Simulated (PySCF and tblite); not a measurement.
C₄H₇NOSSi, numbered as in [CH3:1][O:2][c:3]1[cH:4][n:5][c:6]([SiH3:7])[s:8]1. Search: ETKDG and KDG, MMFF94s, GFN2-xTB, 60 starts; geometries at GFN2-xTB. Energies: PBE0-D3(BJ)/pcSseg-1, with GFN2-xTB thermal terms (modes under about 100 cm⁻¹ blended into free rotors). Symmetry numbers and mirror images are counted. Conformers within 2.5 kcal/mol (GFN2-xTB free energy) were kept, 4 at most. GIAO shieldings: PBE0/pcSseg-1. Shifts are against TMS (¹H), TMS (¹³C), TMS (²⁹Si), NH3 (¹⁵N) at the same level. Programs: PySCF with density fitting and tblite.

Torsions listed: C1–O2–C3–S8.

Two conformers hold nearly all the population. I: 180°; δ(C4) = 120.75 ppm. II: 0°; δ(C4) = 125.89 ppm. The average over the ensemble at 298.15 K is 122.04 ppm.

Task: What populations and free-energy difference follow from a two-state model?

Result: p(I) = (122.04 − 125.89)/(120.75 − 125.89) = 0.75, so K = p(II)/p(I) = 0.34 and G(II) − G(I) = −RT ln K = 0.65 kcal/mol. The weights computed directly are 75.0 % and 25.0 %.


¹⁵N shifts are against a computed isolated NH3 molecule, about 20 ppm from the liquid.